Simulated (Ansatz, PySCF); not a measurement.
C2H7S, charge +1, singlet, at a GFN2-xTB geometry. Base run: PBE0/STO-3G in PySCF.

Geometry (Å):
```xyz
10

C     -1.4072     0.4844    -0.1800
S      0.0056    -0.5625     0.2685
C      1.3960     0.5236    -0.1561
H     -1.2792     0.9134    -1.1689
H     -2.3064    -0.1259    -0.1465
H     -1.4895     1.2720     0.5653
H      0.0256    -1.3072    -0.8654
H      1.2728     0.9491    -1.1472
H      2.3111    -0.0614    -0.1073
H      1.4436     1.3130     0.5902
```
Charge +1, spin multiplicity 1.
All else is at PySCF's defaults.

The same geometry, method and basis name were run in Ansatz (an electronic-structure program) and PySCF, at each program's defaults and at the settings that a row names. The base is PySCF at its defaults. Differences at the defaults can come from grids, fitting, cores and function types together.

```tsv
code and settings	ΔE vs base (µEh)	basis functions	E (Eh)	SCF cycles
PySCF, defaults (exact integrals, its default grid, spherical functions)	0.0	26	-472.83283	8
Ansatz, defaults (factorised integrals, its default grid, spherical functions)	3.3	26	-472.83283	-
PySCF, density fitting with def2-universal-jkfit	-1174	26	-472.83401	8
PySCF, fine grid	1.5	26	-472.83283	8
Ansatz, high accuracy	1.7	26	-472.83283	-
```
